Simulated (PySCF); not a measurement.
Dipole response of Hf²⁺ (hafnium, charge +2)

[Xe] 4f14 5d2, high-spin 3F determinant. Computed with PySCF 2.14 in aug-cc-pVTZ-PP with ECP60MDF, with scalar relativity through the core potential. Coupled (time-dependent) response in atomic units; α is the mean over directions.

```json
{"method": "UHF", "mean α (bohr³)": "14.09", "C₆ (like pair)": "69.81", "S(−4)": "157.9"}
{"method": "PBE", "mean α (bohr³)": "15.59", "C₆ (like pair)": "76.87", "S(−4)": "219.2"}
{"method": "PBE0", "mean α (bohr³)": "14.84", "C₆ (like pair)": "73.34", "S(−4)": "186.8"}
```

S(−4) is the Cauchy moment in α(ω) = α(0) + S(−4) ω² + …

Spin-orbit coupling is absent.

α(iu) at PBE0:

| u (hartree) | α(iu) (bohr³) |
| --- | --- |
| 0 | 14.84 |
| 0.0500 | 14.40 |
| 0.100 | 13.31 |
| 0.200 | 10.77 |
| 0.300 | 8.826 |
| 0.500 | 6.426 |
| 0.750 | 4.724 |
| 1.00 | 3.659 |
| 1.50 | 2.384 |
| 2.00 | 1.659 |
| 3.00 | 0.9131 |
| 5.00 | 0.3820 |

For an ion, C₆ is the dispersion term alone; charge-induced terms of lower order in 1/R come first.

Energies and moments cover only the electrons outside the core potential. Spin-orbit coupling, absent here, splits the open shell strongly.
